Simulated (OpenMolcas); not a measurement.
## Au3+ in KCdF3

Au3+ with its 6 nearest fluoride ions at 2.157 Å, on the Cd site of idealised cubic KCdF3 (a = 4.302 Å, distance in the model lattice 2.151 Å). The rest of the host is ab initio model potentials to 7.6 Å, with orthogonalisation functions on the cations behind the ligands, and point charges beyond; the distance is set by hand and nothing relaxes, and no local charge compensation is placed. Ligand basis ANO-RCC-VDZP.

- Program: OpenMolcas
- Method: SS-CASPT2, IPEA 0.25 Eh, imaginary shift 0.1 Eh (closed shells correlated: 5s 5p and the ligand valence shells)
- Basis: ANO-RCC-VTZP [8s7p5d3f1g]
- Scalar Hamiltonian: DKH2, point nucleus
- Active space: 8 electrons in 5 orbitals (5d)
- State averaging: 2S+1 = 3 even, 10 roots; 2S+1 = 1 even, 15 roots
- Spin-orbit coupling: RASSI with atomic mean-field integrals over the reference wave functions

The lowest spin-free states (labels of O, the rotations of Oh), above the lowest:

| State | Degeneracy | E (cm-1) |
| --- | --- | --- |
| 3A2 | 1 | 0 |
| 1E | 2 | 5340 |
| 1A1 | 1 | 12450 |
| 3T2 | 3 | 21850 |
| 3T1 | 3 | 27290 |
| 2S+1 = 1 | 3 | 27740 |
| 2S+1 = 1 | 3 | 29830 |
| 3T1 | 3 | 45530 |
| 1E | 2 | 51410 |
| 1T2 | 3 | 51630 |
| 1A1 | 1 | 62990 |

The lowest levels with spin-orbit coupling:

```
E (cm-1)  Degeneracy      2S+1
       0           3         3
    4920           2  1 (88 %)
   12070           1  1 (83 %)
   19240           2         3
   19360           3  3 (89 %)
   22480           3  3 (74 %)
   27130           1         3
   29140           1  3 (83 %)
   30250           3  1 (53 %)
   30350           3         3
   32280           3  3 (89 %)
   33740           2  3 (84 %)
   34270           3  1 (78 %)
   44090           1  3 (80 %)
   48800           3         3
   49660           3  3 (60 %)
   49970           2  3 (87 %)
   57110           2  1 (80 %)
   58220           3  1 (68 %)
   71230           1  1 (80 %)
```

Powder χT (cm3 K/mol): 1.53 at 2 K, 1.53 at 10 K, 1.53 at 50 K, 1.53 at 100 K, 1.54 at 200 K, 1.55 at 300 K. The effective moment at 300 K is 2.828 √(χT) = 3.52 μB.

The lowest level has 2S+1 = 3, for which the spin-only value is χT = S(S+1) / 2 = 1.000 cm3 K/mol (g = 2). The computed 1.546 at 300 K differs by +0.546, through orbital momentum, spin-orbit coupling and any other state in reach.

Roots that are degenerate in the reference are averaged as groups; the widest CASPT2 spread within a group is 110 cm-1 (the 3-fold group of multiplicity 1 near 29800 cm-1 above the lowest state of its run). Shifts and gaps below about the spread of the groups concerned are not significant. Over all roots computed the reference weight is 0.68 to 0.71; a low but even weight reflects the number of correlated electrons. Real 4d8 and 5d8 ions are as a rule square planar and diamagnetic. The least metal-like active orbital is 78 % on the metal (Löwdin) and no ligand orbital is active, so the numbers are rough. Ligand-to-metal charge-transfer states are missing. With no ligand orbital active B as a rule stays too high, so bands that hang on it stand too high and its fall with covalency is understated. With one d shell and no ligand orbital active, 10Dq can be off by a tenth or more. No measured value stands beside these numbers; the geometry was set by hand and not optimised.

A state without a sure symmetry label is named by its multiplicity alone.
